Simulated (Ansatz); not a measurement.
Relaxation of a periodic cell of 36 atoms, H$_{4}$CO (contents 6 CH3OH, density as packed 0.79 g/cm³ with natural masses), to a largest force component of 0.3 eV/Å in at most 15 steps.

These are results of DFT LDA, scalar-relativistic, plane waves, PAW in Ansatz 0.2.0, not measurements. Settings: cutoff 420 eV, k mesh 1x1x1, fermi-dirac smearing 0.05 eV, no spin polarisation.

```xyz
36
Lattice="7.3803 0.0000 0.0000 0.0000 7.3803 0.0000 0.0000 0.0000 7.3803" Properties=species:S:1:pos:R:3
C 3.566 1.577 5.118
O 3.870 0.403 5.862
H 3.347 1.247 4.103
H 4.068 0.679 6.770
H 2.686 2.102 5.511
H 4.409 2.277 5.082
C 6.930 2.971 5.689
O 6.989 1.550 5.717
H 5.894 3.229 5.469
H 7.906 1.302 5.913
H 7.203 3.418 6.653
H 7.569 3.399 4.908
C 5.409 1.138 1.306
O 6.344 1.368 2.354
H 4.486 1.635 1.606
H 7.174 0.932 2.103
H 5.740 1.565 0.352
H 5.199 0.071 1.162
C 0.286 6.669 4.326
O -0.359 6.184 5.498
H 1.230 7.101 4.654
H -1.204 5.795 5.224
H 0.500 5.869 3.607
H -0.298 7.450 3.823
C 6.217 5.106 1.964
O 6.481 3.711 1.881
H 6.333 5.377 3.013
H 6.382 3.452 0.951
H 6.925 5.699 1.371
H 5.197 5.356 1.650
C 1.572 6.630 1.480
O 2.801 6.004 1.129
H 1.010 5.898 2.059
H 3.315 6.644 0.612
H 1.722 7.523 2.099
H 0.980 6.907 0.599
```

Question: Where does it end, and by what steps?

Answer: It converged. The threshold is loose, so the end isn't yet a minimum. The force dipped under the threshold on the way, but the program's further checks kept it going. Limits of this set-up: coarse k mesh. After 15 steps the energy has fallen by 2.947 eV; H28 moved furthest, 1.38 Å.

| step | energy less start (eV) | largest force component (eV/Å) | accepted |
| --- | --- | --- | --- |
| 0 | 0.0000 | 1.247 | yes |
| 1 | -0.5958 | 0.598 | yes |
| 2 | -0.9483 | 1.714 | yes |
| 3 | -1.2815 | 1.362 | yes |
| 4 | -1.5955 | 0.738 | yes |
| 5 | -1.8334 | 0.579 | yes |
| 6 | -2.0325 | 0.573 | yes |
| 7 | -2.2292 | 0.531 | yes |
| 8 | -2.3925 | 0.445 | yes |
| 9 | -2.5271 | 0.285 | yes |
| 10 | -2.5271 | 0.284 | yes |
| 11 | -2.6371 | 0.258 | yes |
| 12 | -2.7465 | 0.315 | yes |
| 13 | -2.8229 | 0.478 | yes |
| 14 | -2.8834 | 0.662 | yes |
| 15 | -2.9475 | 0.249 | yes |

```xyz
36
Lattice="7.3803 0.0000 0.0000 0.0000 7.3803 0.0000 0.0000 0.0000 7.3803" Properties=species:S:1:pos:R:3
C 3.598 0.915 5.027
O 4.411 0.429 6.071
H 3.156 0.066 4.481
H 5.093 1.143 6.302
H 2.776 1.549 5.405
H 4.195 1.506 4.310
C 6.924 3.018 5.818
O 6.516 1.845 6.489
H 6.311 3.862 6.185
H 6.942 0.997 6.122
H 7.982 3.259 6.041
H 6.794 2.958 4.715
C 5.065 1.580 1.760
O 6.459 1.570 2.045
H 4.579 2.145 2.572
H 6.931 1.225 1.251
H 4.864 2.106 0.810
H 4.638 0.562 1.711
C 0.211 6.458 4.583
O -0.473 6.798 5.782
H 1.279 6.371 4.842
H -1.460 6.811 5.658
H -0.122 5.492 4.160
H 0.096 7.247 3.813
C 6.209 5.072 1.676
O 6.806 4.172 2.559
H 6.371 6.098 2.075
H 6.725 3.216 2.264
H 6.662 5.053 0.660
H 5.111 4.940 1.571
C 1.898 6.581 0.978
O 3.249 6.359 0.684
H 1.541 5.758 1.622
H 3.566 6.955 -0.043
H 1.733 7.531 1.538
H 1.244 6.593 0.079
```

Time of the run: 33 s on 1 thread of Arm Neoverse V2, on a shared host, peak memory 0.38 GiB.
